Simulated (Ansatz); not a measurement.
The same path of F$_{5}$H$_{4}$NW (11 atoms, charge 0, multiplicity 1) was run twice with different band settings. Lost on the way: W1–F2, N8–H11. Made: F2–H11.

Computed with Ansatz, RKS PBE0-D4/def2-SVP.

Relaxed end points:

```xyz
11
Properties=species:S:1:pos:R:3
W 0.071 -0.030 0.213
F -0.084 -0.090 2.083
F 1.745 -0.866 0.078
F -1.014 1.486 0.478
H -1.194 -0.189 -0.880
F -0.529 -1.785 0.345
F 0.682 0.767 -1.380
N 1.519 1.626 0.894
H 2.482 1.362 0.680
H 1.308 2.505 0.421
H 1.434 1.770 1.901
```

```xyz
11
Properties=species:S:1:pos:R:3
W 0.300 0.220 -0.367
F 0.569 0.086 2.928
F 1.901 -0.677 -0.021
F -0.586 1.798 -0.835
H -0.892 0.377 0.807
F -0.386 -1.498 -0.153
F 0.196 -0.024 -2.206
N 1.326 1.547 0.636
H 2.244 1.342 1.027
H 1.094 2.538 0.620
H 0.656 0.845 2.398
```

Common settings: spring 5.0 eV/Å²; optimiser quadratic models (default); start path through a guess of the saddle point; force threshold 0.05 eV/Å; iteration limit 60; end points relaxed.

| run | movable images | climbing image |
| --- | --- | --- |
| 1 | 5 | yes |
| 2 | 1 | no |

**Question.** What does each run give, and how far can it be trusted?

**Answer.** Run 1: converged after 49 iterations, highest image 1.638 eV above the first end. The profile has 2 maxima (images 3, 5) with wells between them (image 4): this band takes more than one step, which may be the mechanism or a detour left from its start path. Neighbouring images differ by up to 1.6 eV, so the band resolves the path poorly. A vibrational analysis at the climbing image gives one clearly imaginary mode, 160i cm⁻¹: a first-order saddle point.
Run 2: converged after 19 iterations, highest image 1.578 eV above the first end. The highest image is an end point: on this band no image between the ends rises above it. So few images can step over the top or miss a turn of the path.
The orbitals stay closed-shell, which can raise the energy where a bond breaks towards radicals; this wasn't checked here.
